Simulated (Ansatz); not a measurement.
`C=C=C1[SiH2]C1F`. Charge 0, multiplicity 1.

Cartesian coordinates in Å:
```
C 2.459 -0.525 -0.110
C 1.181 -0.323 0.025
C -0.082 -0.104 0.168
Si -1.485 0.867 0.818
C -1.330 -0.292 -0.648
F -1.300 0.127 -1.952
H 2.930 -1.415 0.295
H 3.085 0.187 -0.637
H -1.452 2.328 0.596
H -2.231 0.435 2.022
H -1.777 -1.284 -0.577
```

**Question.** What are the harmonic wavenumbers in cm⁻¹ at PBE0-D4/def2-TZVP (Ansatz, finite differences of forces, unscaled)? (Estimate.)

**Answer.** The calculation gave: 91, 125, 241, 343, 385, 473, 496, 611, 630, 645, 681, 711, 827, 831, 927, 990, 1029, 1121, 1295, 1337, 1475, 2068, 2246, 2278, 3112, 3152, 3233.

**Question.** Is this a minimum?

**Answer.** Yes, all 27 modes are real.

**Question.** Give the ideal-gas thermochemistry at 298.15 K and 1 bar (rigid rotor, harmonic oscillator; point group C1, symmetry number 1).

**Answer.** Zero-point energy 187.5 kJ/mol; H(298) − E = 208.2 kJ/mol; entropy 343.3 J/(mol·K), of which translation 166.3, rotation 115.5, vibration 61.5; G(298) − E = 105.8 kJ/mol. Modes under 100 cm⁻¹ are hindered rotations or soft bends, so the harmonic entropy is rough.

**Question.** And at 400, 500, 600, 800 and 1000 K?

**Answer.** 
```tsv
T (K)	H − E (kJ/mol)	S (J/mol/K)	G − E (kJ/mol)
400	220.9	380.0	68.9
500	235.6	412.7	29.3
600	252.0	442.4	-13.5
800	288.3	494.6	-107.4
1000	328.3	539.1	-210.8
```
